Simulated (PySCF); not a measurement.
Geometry:
| atom | x (Å) | y (Å) | z (Å) |
| --- | --- | --- | --- |
| C1 | 2.055 | -0.257 | 0.150 |
| C2 | 0.818 | 0.130 | -0.644 |
| C3 | -0.442 | 0.296 | 0.209 |
| C4 | -0.906 | -0.995 | 0.872 |
| C5 | -1.562 | 0.890 | -0.621 |
| F6 | -2.660 | 1.104 | 0.113 |
| F7 | -1.215 | 2.067 | -1.156 |
| F8 | -1.916 | 0.085 | -1.632 |
| H9 | 2.282 | 0.489 | 0.928 |
| H10 | 1.944 | -1.233 | 0.646 |
| H11 | 2.934 | -0.326 | -0.509 |
| H12 | 1.008 | 1.079 | -1.171 |
| H13 | 0.618 | -0.621 | -1.426 |
| H14 | -0.244 | 1.052 | 0.989 |
| H15 | -0.122 | -1.399 | 1.526 |
| H16 | -1.802 | -0.827 | 1.485 |
| H17 | -1.147 | -1.757 | 0.114 |

Geometry: PBE0-D3(BJ)/def2-SVP; GIAO absolute shieldings from PySCF, gas phase, non-relativistic, averaged over equivalent atoms.

At B3LYP/pcSseg-1 (181 basis functions, 15 s wall time on 1 thread of an x86-64 server CPU, shared host):
```tsv
atoms	σ (ppm)
C5	43.3
C3	135.0
C2	154.0
C1	165.7
C4	166.7
F6/F7/F8	266.0
H12	29.64
H14	29.82
H13	30.27
H15/H16/H17	30.28
H9/H10/H11	30.38
```

Estimate the result of repeating the calculation with PBE0/pcSseg-1.

## Answers


```json
{"atoms": "C5", "σ at PBE0/pcSseg-1": "51.0", "change": "+7.7"}
{"atoms": "C3", "σ at PBE0/pcSseg-1": "142.2", "change": "+7.2"}
{"atoms": "C2", "σ at PBE0/pcSseg-1": "160.7", "change": "+6.7"}
{"atoms": "C1", "σ at PBE0/pcSseg-1": "171.6", "change": "+5.9"}
{"atoms": "C4", "σ at PBE0/pcSseg-1": "172.4", "change": "+5.7"}
{"atoms": "F6/F7/F8", "σ at PBE0/pcSseg-1": "269.2", "change": "+3.2"}
{"atoms": "H12", "σ at PBE0/pcSseg-1": "29.56", "change": "-0.08"}
{"atoms": "H14", "σ at PBE0/pcSseg-1": "29.72", "change": "-0.10"}
{"atoms": "H13", "σ at PBE0/pcSseg-1": "30.18", "change": "-0.09"}
{"atoms": "H15/H16/H17", "σ at PBE0/pcSseg-1": "30.19", "change": "-0.09"}
{"atoms": "H9/H10/H11", "σ at PBE0/pcSseg-1": "30.29", "change": "-0.09"}
```

The largest change is at C5 (CF3 carbon). Cost: 181 basis functions, 17 s wall time on 1 thread of an x86-64 server CPU, shared host. The order of the carbon signals is the same at both levels.
